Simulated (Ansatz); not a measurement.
[FeH6]4- (FeH₆⁴⁻). The state is a singlet with charge -4. Geometry relaxed at PBE-D4/def2-TZVPD.

Cartesian coordinates in Å:
```
Fe 0.083 -0.120 -0.133
H 0.447 1.065 0.625
H 0.168 -1.538 0.294
H -0.618 -0.187 -1.438
H -0.499 -0.210 1.196
H -1.062 0.771 -0.053
H 1.481 0.220 -0.491
```

A multiply charged anion in the gas phase is held together partly by the finite basis. The restricted singlet is unstable: a solution with broken spin symmetry lies lower. The geometry of the singlet was relaxed on an unsound state (restricted singlet, unstable towards broken spin symmetry). The order of the spin states hangs on the level: the quintet lies 0.99 eV below the singlet at PBE0-D4/def2-TZVPD, but 0.29 eV above it at PBE-D4/def2-TZVPD. The singlet is doubtful at PBE0-D4/def2-TZVPD (restricted singlet, unstable towards broken spin symmetry). The singlet is doubtful at PBE-D4/def2-TZVPD (restricted singlet, unstable towards broken spin symmetry).

**Question.** Estimate the harmonic wavenumbers at RKS PBE-D4/def2-TZVPD (Ansatz, unscaled). Is this a minimum?

**Answer.** 219, 241, 518, 634, 670, 672, 735, 737, 1112, 1667, 1880, 1880, 1951, 1953, 1953 cm⁻¹. Yes, no mode is imaginary beyond noise. Zero-point energy 100.6 kJ/mol. It took 21 s on 4 threads of Arm Neoverse V2 on a shared host.
